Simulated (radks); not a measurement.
Neutral chromium, 24 electrons, occupied as [Ar] 3d5 4s1. Calculated with a radial shooting solver on a logarithmic mesh with Libxc functionals: Dirac Kohn-Sham, LDA (Slater exchange, Perdew-Wang correlation), spin-unpolarised, spherical densities, finite nucleus; open shells fill j = l - 1/2 first; Fermi nuclear charge, rms radius 3.6452 fm.

Unscreened Slater integrals over Kohn-Sham orbitals (hartree). Large and small components are both included.

| integral | value |
|---|---|
| F0(3d5/2,3d5/2) | 0.63791 |
| F2(3d5/2,3d5/2) | 0.27547 |
| F4(3d5/2,3d5/2) | 0.16804 |
| F0(3d5/2,3d3/2) | 0.64010 |
| F2(3d5/2,3d3/2) | 0.27655 |
| G2(3d5/2,3d3/2) | 0.27641 |
| G4(3d5/2,3d3/2) | 0.16864 |
| F0(3d5/2,4s1/2) | 0.33252 |
| G2(3d5/2,4s1/2) | 0.057016 |
| F0(3d5/2,3p3/2) | 0.75735 |
| F2(3d5/2,3p3/2) | 0.33818 |
| G1(3d5/2,3p3/2) | 0.41841 |
| G3(3d5/2,3p3/2) | 0.24894 |
| F0(3d3/2,3d3/2) | 0.64230 |
| F2(3d3/2,3d3/2) | 0.27764 |
| F0(3d3/2,4s1/2) | 0.33291 |
| G2(3d3/2,4s1/2) | 0.056424 |
| F0(3d3/2,3p3/2) | 0.76040 |
| F2(3d3/2,3p3/2) | 0.33999 |
| G1(3d3/2,3p3/2) | 0.42070 |
| G3(3d3/2,3p3/2) | 0.25034 |
| F0(4s1/2,4s1/2) | 0.26654 |
| F0(4s1/2,3p3/2) | 0.34914 |
| G1(4s1/2,3p3/2) | 0.017992 |
| F0(3p3/2,3p3/2) | 0.93285 |
| F2(3p3/2,3p3/2) | 0.46429 |
